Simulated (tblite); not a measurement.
Species: C5H8O3S.
Bonds: C1–O2, O2–C3, C3–S4 (double), C3–C5, C5–O6, O6–C7, C7–C8, C7–O9 (double). Hydrogens: H10, H11, H12 on C1; H13, H14 on C5; H15, H16, H17 on C8.

Computed with GFN2-xTB (tblite), gas phase: Langevin dynamics at 300 K from the optimised GFN2-xTB geometry, time step 0.5 fs, friction 0.01 fs⁻¹, 2000 steps. The instantaneous temperature is 2·E(kin)/(3Nk) with all 3N coordinates.

```csv
t (fs),T (K),E(pot) above start (eV),C1–O2 (Å),O2–C3 (Å),C3=S4 (Å),C3–C5 (Å),C5–O6 (Å),C1–H10 (Å),C1–O2–C3–S4 (°)
0,259,0.000,1.415,1.317,1.626,1.512,1.413,1.087,2
50,218,0.410,1.411,1.346,1.641,1.497,1.372,1.077,9
100,211,0.413,1.380,1.319,1.606,1.505,1.423,1.071,-16
150,200,0.441,1.414,1.309,1.637,1.514,1.419,1.112,-5
200,224,0.450,1.420,1.297,1.647,1.500,1.384,1.057,14
250,196,0.568,1.396,1.283,1.658,1.521,1.438,1.139,12
300,284,0.457,1.423,1.307,1.622,1.518,1.410,1.032,-8
350,248,0.630,1.421,1.329,1.611,1.538,1.459,1.121,-21
400,210,0.508,1.411,1.343,1.636,1.476,1.379,1.064,4
450,254,0.415,1.389,1.349,1.614,1.555,1.448,1.104,2
500,274,0.600,1.468,1.376,1.623,1.522,1.410,1.115,3
550,319,0.355,1.411,1.317,1.616,1.509,1.407,1.081,6
600,184,0.763,1.410,1.321,1.591,1.487,1.453,1.106,-15
650,406,0.461,1.409,1.324,1.631,1.473,1.417,1.071,3
700,173,0.362,1.426,1.327,1.616,1.562,1.424,1.113,10
750,196,0.382,1.434,1.327,1.602,1.557,1.406,1.069,-12
800,229,0.557,1.400,1.318,1.642,1.543,1.427,1.103,-19
850,165,0.534,1.427,1.302,1.664,1.466,1.457,1.089,9
900,312,0.439,1.418,1.291,1.656,1.520,1.410,1.111,4
950,283,0.543,1.413,1.303,1.592,1.526,1.406,1.070,16
1000,233,0.945,1.433,1.344,1.595,1.555,1.480,1.160,-11
```

Task: From 500 fs on, how do temperature and potential energy compare with equipartition?

Result: The mean temperature of these 11 frames is 252 K against the target 300 K, and the mean potential energy 0.54 eV against 45 × kT/2 = 0.58 eV for 45 classical harmonic modes. For 17 atoms in a canonical ensemble the temperature itself scatters by T·√(2/(3N)) = 59 K; here its standard deviation is 71 K. The whole run lasts only 10 friction times of 100 fs, so these averages carry a wide statistical error.

Task: What are the kinetic and total energies of the listed frame with the highest potential energy?

Result: The one at 1000 fs, 0.945 eV above the start. Its kinetic energy is 3NkT/2 = 0.513 eV at 233 K, so the sum is 1.46 eV; over the listed frames the sum runs from 0.57 to 1.46 eV, since the thermostat adds and removes energy.

Task: How much do the listed bonds fluctuate from 500 fs on?

Result: 
```json
{"bond": "C1–O2", "at the start (Å)": "1.415", "mean (Å)": "1.423", "standard deviation (Å)": "0.018"}
{"bond": "O2–C3", "at the start (Å)": "1.317", "mean (Å)": "1.323", "standard deviation (Å)": "0.022"}
{"bond": "C3=S4", "at the start (Å)": "1.626", "mean (Å)": "1.621", "standard deviation (Å)": "0.024"}
{"bond": "C3–C5", "at the start (Å)": "1.512", "mean (Å)": "1.520", "standard deviation (Å)": "0.032"}
{"bond": "C5–O6", "at the start (Å)": "1.413", "mean (Å)": "1.427", "standard deviation (Å)": "0.024"}
{"bond": "C1–H10", "at the start (Å)": "1.087", "mean (Å)": "1.099", "standard deviation (Å)": "0.026"}
```

The motion is classical and holds no zero-point motion.

The cost below is that of the whole dynamics run. On one thread of an Arm Neoverse N1, shared host with 64 logical CPUs at a one-minute load of 59, this took 24 s of wall time and 0.18 GiB of memory at its peak.
